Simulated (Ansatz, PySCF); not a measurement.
Torsion H4–O1–Ge2–F3 in FGeHO (SMILES [OH][Ge][F]); at each angle all else is relaxed with GFN2-xTB, and the levels are single points there.
Geometry at 0° (charge 0, multiplicity 1):
```csv
atom,x (Å),y (Å),z (Å)
O,-0.9429,0.2159,0.2106
Ge,0.6350,0.8875,-0.1037
F,1.1248,-0.3210,-1.4110
H,-1.3399,-0.5434,-0.2142
```

On the grid 0° to 330°, 300° is the highest and 0° the lowest point at CCSD(T)/CBS(cc-pVTZ, cc-pVQZ).

Frozen-core correlation. Filled d and f shells under p-block atoms count as core. CBS: X⁻³ extrapolation of the correlation energy, Hartree–Fock from the larger set. Rows in 6-31G* carry no dispersion term and start afresh at each structure (6-31G* with six Cartesian d functions); the Pople sets are all-electron and without relativity.

Run with Ansatz (Gaussian basis) for Hartree–Fock, density functionals and correlated methods; PySCF for 6-31G* rows, the dispersion terms. Each number belongs to the level named beside it.

```tsv
level	energy at 300° less that at 0° (kcal/mol)
HF/cc-pVQZ	7.59
SVWN5/def2-TZVPP	[?]
r2SCAN/def2-TZVPP	7.77
PBE0-D4/def2-TZVPP	7.69
M06-2X/6-31G*	8.80
MP2/cc-pVTZ	[?]
CCSD/cc-pVDZ	8.71
CCSD/cc-pVQZ	7.81
CCSD(T)/CBS(cc-pVTZ, cc-pVQZ)	7.64
```

**Question.** Fill in the missing entries.

**Answer.** 
- SVWN5/def2-TZVPP, energy at 300° less that at 0° (kcal/mol): 7.16
- MP2/cc-pVTZ, energy at 300° less that at 0° (kcal/mol): 8.19

Ansatz is a quantum-chemistry and plane-wave program.
